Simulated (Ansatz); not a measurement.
Ansatz (a program for electronic structure) input (CCSD(T)/6-31G*):

Ansatz 0.2 input:
```yaml
crystal:
  periodic: [false, false, false]
  atoms:
    - {symbol: B, position_ang: [-0.02219772, 0.00787577, -0.00697393]}
    - {symbol: F, position_ang: [0.37424511, -1.20144413, -0.35675152]}
    - {symbol: F, position_ang: [0.75011071, 0.80252183, 0.70999415]}
    - {symbol: O, position_ang: [-1.25102673, 0.44386524, -0.39303925]}
basis:
  gaussian:
    orbitals: 6-31G*
magnetization: {spin_polarized: true, initial_magnetization: 1}
correlation: {method: ccsd_t, electrons: outside_noble_gas}
```

Output:

```
Functional definition: HF
integrals: 0.04 GiB planned
514 factors; integrals over basis functions are off by at most 8.7e-4 eV
mean field: 0.15 GiB planned
mean field evaluation 1: about -8121.8801 eV, gradient 2.2e1 eV
mean field evaluation 2: about -8121.9082 eV, gradient 2.3e1 eV
mean field evaluation 4: about -8124.0864 eV, gradient 2.4e0 eV
mean field evaluation 8: about -8124.1301 eV, gradient 3.1e-1 eV
mean field evaluation 16: about -8121.8782 eV, gradient 2.2e1 eV
mean field evaluation 32: about -8123.5365 eV, gradient 8.1e-1 eV
mean field evaluation 64: about -8123.4826 eV, gradient 9.5e-2 eV
mean field evaluation 96: about -8123.4827 eV, gradient 2.0e-3 eV
mean field evaluation 128: about -8123.4350 eV, gradient 2.0e-1 eV
mean field -8124.13136084 eV, -298.5563207769 hartree, gradient 1.4e-6 eV, S^2 0.755945; 7 other end points of the search recorded, 0 dependent functions left out
determinant -8124.13136084 eV, -298.5563207769 hartree, with singles and doubles -8139.38948280 eV, -299.1170464165 hartree
determinant -8123.48268710 eV, -298.5324824564 hartree, with singles and doubles -8138.69075465 eV, -299.0913686308 hartree
determinant -8121.09153192 eV, -298.4446091245 hartree, with singles and doubles -8136.47974412 eV, -299.0101154923 hartree
4 core orbitals not correlated
reference -8124.13136084 eV, -298.5563207769 hartree; 12, 11 occupied and 44, 45 virtual orbitals, 514 factors
second order -14.81807031 eV of doubles, -0.00000000 eV of singles
coupled cluster: 0.22 GiB planned
cycle   1  -15.25907388 eV  change   -9.5e-4 eV  update   1.2e-3
cycle   2  -15.25965955 eV  change   -5.9e-4 eV  update   8.7e-4
cycle   3  -15.25935433 eV  change    3.1e-4 eV  update   3.0e-4
cycle   4  -15.25980276 eV  change   -4.5e-4 eV  update   1.4e-4
cycle   5  -15.25992486 eV  change   -1.2e-4 eV  update   3.3e-5
cycle   6  -15.25994749 eV  change   -2.3e-5 eV  update   2.4e-5
perturbative correction -0.30590232 eV, -0.0112417028 hartree
Total energy: -8139.69721064 eV, -299.1283552063 hartree
```

It need not be the lowest isomer of its formula.
